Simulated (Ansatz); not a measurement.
Start from `[SiH3]/C=[CH]\[GaH2]` and change one atom or group to get `[SiH3]/C=C\S`.

Ansatz, PBE0-D4/def2-TZVP geometries, multiplicity 1. Each molecule was computed in one conformer, which needn't be the lowest.

Scalar relativity is left out up to krypton.

```
                                                                                  property  `[SiH3]/C=[CH]\[GaH2]`
                                                         LUMO energy (PBE/def2-TZVPP) / eV                   -1.92
                                                   HOMO–LUMO gap (ωB97M-V/def2-TZVPP) / eV                   10.53
                                                       LUMO energy (B3LYP/def2-TZVPP) / eV                   -1.30
ideal-gas entropy at 298 K and 1 bar (rigid rotor, harmonic PBE0-D4/def2-TZVP) / J/(mol·K)                     339
                                          size of the dipole moment (B3LYP/def2-TZVPP) / D                    1.44
                                                       HOMO energy (B3LYP/def2-TZVPP) / eV                   -7.49
```

Task: What does the change do to each property? (An estimate is asked.)

Result: Ansatz gave: 
```json
{"property": "LUMO energy (PBE/def2-TZVPP) / eV", "`[SiH3]/C=C\\S`": "-1.63", "shift": "0.29"}
{"property": "HOMO–LUMO gap (ωB97M-V/def2-TZVPP) / eV", "`[SiH3]/C=C\\S`": "10.14", "shift": "-0.39"}
{"property": "LUMO energy (B3LYP/def2-TZVPP) / eV", "`[SiH3]/C=C\\S`": "-0.91", "shift": "0.39"}
{"property": "ideal-gas entropy at 298 K and 1 bar (rigid rotor, harmonic PBE0-D4/def2-TZVP) / J/(mol·K)", "`[SiH3]/C=C\\S`": "337", "shift": "-2"}
{"property": "size of the dipole moment (B3LYP/def2-TZVPP) / D", "`[SiH3]/C=C\\S`": "0.54", "shift": "-0.90"}
{"property": "HOMO energy (B3LYP/def2-TZVPP) / eV", "`[SiH3]/C=C\\S`": "-6.55", "shift": "0.94"}
```

With PBE0 the HOMO rises by 0.94 eV and the LUMO rises by 0.36 eV, so the gap narrows by about 0.58 eV. PBE moves the HOMO by 0.83 eV and ωB97M-V by 1.03 eV. The zero-point energy changes by -9.9 kJ/mol with -3 modes. Dipoles are sizes alone; their direction can turn. Modes under 60 cm⁻¹, often nearly free rotors, make the harmonic entropy too high.

B3LYP here is the variant with VWN-RPA as its local correlation; programs differ in this.
